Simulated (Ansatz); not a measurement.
Stepwise reaction of `O[SiH2]O[SiH2]O` with hydrogen chloride, as a gas-phase model of exchange steps in deposition or etching. ΔE in kJ/mol; ΔG adds harmonic PBE0-D4 terms to CCSD(T)/CBS, at 1 bar.

Isolated molecules relaxed with PBE0-D4/def2-TZVP in Ansatz; ΔE leaves out vibrations. CCSD(T)/CBS is the MP2 limit (def2-TZVPP, def2-QZVPP) plus CCSD(T) − MP2 in def2-TZVPP, frozen cores. This one scheme is used for every species. DFT in def2-TZVPP. B3LYP here is the variant with VWN-RPA as its local correlation; programs differ in this. One conformer a species, not always the lowest.

```
step                                              reaction  PBE-D4  B3LYP-D4  ωB97M-V  CCSD(T)/CBS  ΔG(600 K)
   1    `O[SiH2]O[SiH2]O` + HCl → `O[SiH2]O[SiH2]Cl` + H₂O    -5.3       1.0      0.5         -2.0        0.0
   2  `O[SiH2]O[SiH2]Cl` + HCl → `Cl[SiH2]O[SiH2]Cl` + H₂O    -1.3       5.5      4.8          2.3        7.8
```

(1) By hand: ΔE of the 2 steps together at CCSD(T)/CBS.

Results:

(1) (-2.0) + (2.3) = 0.3 kJ/mol, or 0.1 kJ/mol a step.

In ΔE the steps differ by no more than 4.3 kJ/mol. ΔG lies between 0.0 and 7.8 kJ/mol a step. PBE-D4 differs from CCSD(T)/CBS by -3.6 to -3.3 kJ/mol a step. Only this route is followed, and other bonds may react first. Isolated molecules leave out the surface, adducts and barriers. Largest T1 diagnostic: 0.012.
